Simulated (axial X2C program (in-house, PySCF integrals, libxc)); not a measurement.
# ReH: cheaper levels and CCSD(T), with spin–orbit coupling

Computed with an axial X2C code built on PySCF integrals. Two-component (2c) means X2C with spin–orbit coupling and atomic mean-field two-electron Coulomb and Gaunt terms. Basis: Re dyall-cv3z [13s14p9d7f4g], H dyall-v3z [6s2p1d] (cores contracted in-house); Gaussian nuclei, density fitting, unrestricted open shells. Masses: Re 186.956 u, H 1.008 u.

State: Ω = 2 (⟨Sz⟩ = 2.05, ⟨Lz⟩ = -0.05 at HF); fragments Re + H.

```
level  Re (Å)  ωe (cm⁻¹)  De (eV)
 PBE0   1.628     2119.8     2.19
   HF   1.712     1734.9     1.03
 CCSD   1.639     2043.4     1.88
  PBE   1.634     2092.0     2.39
```

Correlated methods: 8 electrons correlated (number of frozen shells: Re 5 s, 4 p, 2 d, 1 f; H none), 246 virtual spin orbitals or spinors in MP2, 90 natural virtuals in coupled cluster.

CCSD(T), same Hamiltonian and basis:

Re = 1.636 Å, ωe = 2055.2 cm⁻¹, De = 1.90 eV; T1 = 0.091 (Lee–Taylor normalisation).

Problem. Give the differences from CCSD(T) in the columns below.

Solution. 

```
level  ΔRe (Å)  Δωe (cm⁻¹)  ΔDe (eV)
 PBE0   -0.008          65      0.29
   HF    0.076        -320     -0.87
 CCSD    0.003         -12     -0.02
  PBE   -0.002          37      0.49
```

One determinant describes the state; a PBE0 search over occupations chose it and may have missed a lower one. Dissociation energies refer to the lowest single-determinant-based atoms at the same level and basis. Density functionals use the spin component along the axis (collinear). Coupled cluster ran in a truncated set of natural virtual spinors; the MP2 energy of the rest was added. (T) has no such correction and the atoms are truncated less, which lowers De at CCSD(T) by a hundredth of an eV or more. With several unpaired electrons one determinant need not be a pure state. Open-shell Ω = 0 determinants with evenly filled partner blocks cannot be reached by this program, so the Ω shown need not be the lowest component. The determinant is spin-polarised beyond a pure state at some levels (its spin-free form has ⟨S²⟩ too high), which makes Re and μ there less reliable. The T1 diagnostic is large, a sign of multireference character.
